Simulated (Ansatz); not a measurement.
Computed with Ansatz on PBE0-D4/def2-TZVP structures; ΔE is electronic, products minus reactants. CCSD(T)/CBS adds triple-zeta CCSD(T) − MP2 to the extrapolated MP2 energy (def2 sets, frozen cores). Functionals use def2-TZVPP. One conformer a species, not always the lowest.

Reaction (isomerisation): `C[Si]1(O)C=C1` → `[SiH3]OC1=CC1`

| level | ΔE (kcal/mol) |
| --- | --- |
| PBE-D4 | 46.9 |
| r2SCAN | 49.9 |
| HF/def2-TZVPP | 46.4 |
| SCS-MP2/def2-TZVPP | 48.2 |
| CCSD/def2-TZVPP | 49.4 |
| CCSD(T)/def2-TZVPP | 49.4 |
| HF/CBS(def2) | 46.5 |
| CCSD/CBS(def2) | 51.0 |

(1) What does CCSD(T)/CBS give? (Estimate.)

Largest T1 diagnostic among the species: 0.012.

Answers

(1) The calculation gave: +51.1 kcal/mol. The listed levels differ from it by -4.2, -1.2, -4.7, -2.9, -1.7, -1.7, -4.6, -0.1 kcal/mol.

From PBE to PBE0 (25 % exact exchange), in def2-TZVPP and without D4, ΔE moves by +1.7 kcal/mol. In def2-TZVPP, CCSD(T) changes the Hartree–Fock value by +3.0 kcal/mol (the triples alone add +0.1 kcal/mol) and MP2 by +4.1 kcal/mol.

CCSD(T)/CBS has its own doubt, a few kJ/mol and more with outer-core shells, so smaller differences from it don't rank the levels.
